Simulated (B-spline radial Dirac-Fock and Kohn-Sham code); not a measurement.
# Two-hole binding energies of Ba¹⁶⁺

System: barium as Ba¹⁶⁺, configuration [Kr] 4d4.

Method: Dirac-Fock energy differences between relaxed states, corrected for Breit and QED terms. Computed with a B-spline atomic structure program. U is the two-hole binding energy less the two single-hole energies, the effective repulsion of the holes after relaxation. Each two-hole energy is an average over J within one jj subconfiguration.

| holes | E(a) (eV) | E(b) (eV) | E(ab) (eV) | U (eV) |
| --- | --- | --- | --- | --- |
| 1s⁻¹ 2p1/2⁻¹ | 37829.6 | 6013.9 | 44133.4 | 289.9 |
| 1s⁻¹ 2p3/2⁻¹ | 37829.6 | 5636.6 | 43728.9 | 262.7 |
| 1s⁻¹ 3p3/2⁻¹ | 37829.6 | 1439.0 | 39363.5 | 95.0 |
| 1s⁻¹ 3d3/2⁻¹ | 37829.6 | 1171.0 | 39091.5 | 90.9 |
| 2p1/2⁻² | 6013.9 | 6013.9 | 12241.0 | 213.3 |
| 2s⁻¹ 2p3/2⁻¹ | 6383.5 | 5636.6 | 12180.4 | 160.2 |
| 2s⁻¹ 3p3/2⁻¹ | 6383.5 | 1439.0 | 7905.8 | 83.3 |
| 2s⁻¹ 3d3/2⁻¹ | 6383.5 | 1171.0 | 7644.5 | 90.1 |
| 2p3/2⁻¹ 3s⁻¹ | 5636.6 | 1668.8 | 7388.9 | 83.4 |
| 2p1/2⁻¹ 3d3/2⁻¹ | 6013.9 | 1171.0 | 7273.4 | 88.5 |
| 2p3/2⁻¹ 3p1/2⁻¹ | 5636.6 | 1514.2 | 7239.0 | 88.2 |
| 2p3/2⁻¹ 3d3/2⁻¹ | 5636.6 | 1171.0 | 6899.2 | 91.6 |
| 2p3/2⁻¹ 3d5/2⁻¹ | 5636.6 | 1155.4 | ? | ? |
| 3p1/2⁻² | 1514.2 | 1514.2 | 3100.2 | 71.7 |

Task: Give the missing two-hole energy and U.

Result: E(ab) = 6880.3 eV and U = 88.3 eV.
